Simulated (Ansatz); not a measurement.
Cartesian coordinates in Å:
```
C -0.446 0.698 1.818
C 0.066 0.003 0.801
N -0.204 0.184 -0.539
Ga 0.492 -0.765 -1.945
H -1.154 1.505 1.663
H -0.161 0.467 2.835
H 0.773 -0.799 1.002
H -0.862 0.931 -0.716
H -0.001 -0.332 -3.358
H 1.495 -1.893 -1.561
```

Charge 0, multiplicity 1.

Task: List the ωB97M-V/def2-TZVPP orbital energies in eV (Ansatz). (Estimate.)

Result: The calculation gave: Occupied: -10153.52, -1257.05, -1111.24, -1111.12, -1111.12, -394.67, -282.26, -280.61, -154.41, -106.93, -106.65, -106.64, -27.90, -25.98, -25.89, -25.86, -25.77, -25.71, -22.81, -18.90, -16.58, -15.50, -14.36, -12.56, -12.39, -11.94, -11.13, -8.19. Lowest empty: 0.46, 2.29, 2.86, 3.18, 3.33, 3.98, 4.77, 4.90.
